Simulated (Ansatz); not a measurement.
Cs₃, relaxed as a doublet with UKS PBE/def2-TZVP in Ansatz, starting from the GFN1-xTB geometry. Force threshold 0.02 eV/Å.

In the def2 sets Cs takes a core potential; there is no spin–orbit coupling. The structure comes from a short search, and lower isomers may exist.

Start:

```csv
atom,x (Å),y (Å),z (Å)
Cs1,-1.073,1.509,-1.275
Cs2,-1.218,-0.531,2.377
Cs3,2.291,-0.978,-1.101
```

Question: Estimate the energy that the relaxation releases and the steps that it takes.

Answer: 27.8 kJ/mol, in 8 steps; 24 s on 4 threads of Arm Neoverse V2 on a shared host. The force fell under the threshold at step 6, but the optimiser went on. No frequencies were taken in this run, so the end may be a saddle point.

Question: Does the start keep its bonding and symmetry?

Answer: By distances, no bond broke or formed, bridged metal pairs apart. The bond that changes most is Cs2–Cs3, from 4.96 to 6.13 Å (atoms count from 1). Metal–metal contacts that move far: Cs2–Cs3 4.96 to 6.13 Å. The end is the same structure that another start reached, the lowest one found. Point group C2v at the start, C2v at the end, both within 0.05 Å.

Question: Predict the relaxed structure.

Answer: 
| atom | x (Å) | y (Å) | z (Å) |
| --- | --- | --- | --- |
| Cs1 | -1.2304 | 1.7302 | -1.4632 |
| Cs2 | -1.5520 | -0.5894 | 2.8800 |
| Cs3 | 2.7825 | -1.1408 | -1.4168 |
Bond lengths (bridged metal pairs left out): 2 × Cs–Cs 4.93 Å.
